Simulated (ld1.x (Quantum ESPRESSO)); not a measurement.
## Before and after: TM semilocal potential for Re

Re (Z = 75), norm-conserving Troullier–Martins (semilocal form), made with ld1.x (Quantum ESPRESSO) 7.5 (PBE, scalar-relativistic). Core [Xe] 4f14, reference 5d5 6s1.5 6p0.5. Waves: 6s (bound): rc 2.70 bohr; 5d (bound): rc 2.10 bohr; 6p (bound): rc 2.75 bohr. Local part: the p channel. Core correction: a·sin(br)/r model core, default radius (core density twice the valence density).

Change: wave 6s (bound): rc 2.70 bohr becomes 6s (bound): rc 3.50 bohr.

Cutoffs: the cutoffs (Ry, on a coarse ladder) from which the occupation-weighted sum of valence levels, in a spherical-Bessel basis at the reference potential, stays within 10 and 1 mRy of its value at 400 Ry; they do not see the model core or the augmentation charge, which bear on the density cutoff. Errors are all-electron minus pseudo energies relative to the spin-unpolarised reference configuration.

How do hardness, ghosts and transferability respond?

The potential gets neither clearly harder nor softer (35 Ry and 40 Ry → 35 Ry and 40 Ry); of the 7 tests that both files solve, the error grows in 5 and shrinks in 1 by more than 15 % and 0.3 meV (median size 11.3 → 28.8 meV); neither file shows a bound ghost. A semilocal file is local in each channel, so a ghost entry of none says nothing of the separable form that plane-wave codes build from it.

```csv
quantity,base,changed
"cutoff, loose",35 Ry,35 Ry
"cutoff, tight",40 Ry,40 Ry
bound ghosts,none,none
"error for 5d5 6s2 6p0, meV [ΔE -2.35 eV]",0.0,-1.1
"error for 5d5 6s1 6p0, meV [ΔE 6.90 eV]",-7.9,-4.9
"error for 5d5 6s0 6p0, meV [ΔE 23.22 eV]",-43,-58
"error for 5d4 6s2 6p0, meV [ΔE 7.61 eV]",-40,+34
"error for 5d3 6s0 6p0, meV [ΔE 89.71 eV]",-439,-759
"error for 5d5 6s0 6p1, meV [ΔE 12.70 eV]",-11,-29
"error for 5d5 6s1 6p1, meV [ΔE 2.44 eV]",-1.4,-3.2
```
